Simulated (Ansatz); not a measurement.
`B[O][Al]([Cl])[Cl]` + `CC(N)=O` → `BNC(C)=O` + `[OH][Al]([Cl])[Cl]`  (ligand exchange at a B–O bond)

Program: Ansatz. Geometries: PBE0-D4/def2-TZVP. ΔE: electronic, gas phase. CBS: MP2 limit from def2 TZ/QZ plus the TZ coupled-cluster correction, frozen cores. DFT in def2-TZVPP. One conformer a species, not always the lowest.

```tsv
level	ΔE (kcal/mol)
PBE0	5.0
MP2/def2-TZVPP	4.0
```

Question: What does CCSD(T)/CBS give? (Estimate.)

Answer: Ansatz gave: +4.1 kcal/mol. The listed levels differ from it by 0.9, -0.1 kcal/mol.

Largest T1 diagnostic among the species: 0.015.

In def2-TZVPP, CCSD(T) changes the Hartree–Fock value by −4.1 kcal/mol (the triples alone add −0.5 kcal/mol) and MP2 by −4.0 kcal/mol.
